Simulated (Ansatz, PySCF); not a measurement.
C3H7NOSi. Atoms are numbered in the order given.

```xyz
13

C      1.9813     1.8268    -0.0311
C      1.7468     0.6386     0.0250
C      1.4020    -0.7892     0.0957
N      0.0923    -1.0662     0.6483
Si    -1.3523    -0.6411    -0.2193
O     -1.7252     0.9827    -0.2138
H      2.2098     2.8760    -0.0742
H      1.4568    -1.2076    -0.9249
H      2.1825    -1.3173     0.6699
H      0.0660    -0.9552     1.6579
H     -2.5074    -1.3080     0.4316
H     -1.1092    -1.1313    -1.6097
H     -0.9919     1.5638    -0.4450
```

Geometry: PBE0-D3(BJ)/def2-SVP. This is a generated structure with no PubChem entry under its InChIKey; it may be hypothetical. The values are those of a single conformer.

Vertical ionisation energy (IE) and electron affinity (EA) in eV. Rows of orbital energies are one-electron estimates. Where ΔSCF, EOM or ADC give a negative EA the extra electron is unbound and the value depends on the basis.

```csv
level,IE,EA
"−ε(HOMO), −ε(LUMO), CAM-B3LYP/def2-TZVP (PySCF)",8.84,-1.33
"−ε(HOMO), −ε(LUMO), PBE/def2-TZVP (PySCF)",6.01,0.65
"ΔSCF, CAM-B3LYP/def2-SVPD (Ansatz), final states of multiplicity 2 and 2",9.60,-1.58
"ΔSCF, PBE/def2-SVPD (Ansatz), final states of multiplicity 2 and 2",9.14,-1.27
```

What vertical singlet–triplet gap does ΔSCF give with CAM-B3LYP/def2-SVPD (Ansatz, a first-principles code) and with PBE/def2-SVPD (Ansatz)? (The exact figures need the calculation; the answer reports its results.)

5.54 and 5.29 eV (triplet above singlet where positive).
